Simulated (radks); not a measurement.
Task: Species: Te47.125+. Configuration: [He] 2s2 2p0.875 (fractional occupations, a model configuration). Method: Dirac Kohn-Sham, PBE, spin-unpolarised, spherical densities, finite nucleus; open shells are shared between the two j in proportion to 2j + 1; Fermi nuclear charge, rms radius 4.7423 fm; computed with a radial shooting solver on a logarithmic mesh with Libxc functionals. Some entries of the table are withheld. Estimate them.

orbital      occ.  eigenvalue (hartree)  <r^2> (bohr^2)
1s1/2           2             -1324.816        0.001038
2s1/2           2             -314.7792             (1)
2p1/2    0.291667                   (2)             (3)
2p3/2    0.583333                   (4)             (5)

Result: 
(1) 2s1/2 <r^2> (bohr^2): 0.01509
(2) 2p1/2 eigenvalue (hartree): -309.2621
(3) 2p1/2 <r^2> (bohr^2): 0.01087
(4) 2p3/2 eigenvalue (hartree): -297.6165
(5) 2p3/2 <r^2> (bohr^2): 0.01192
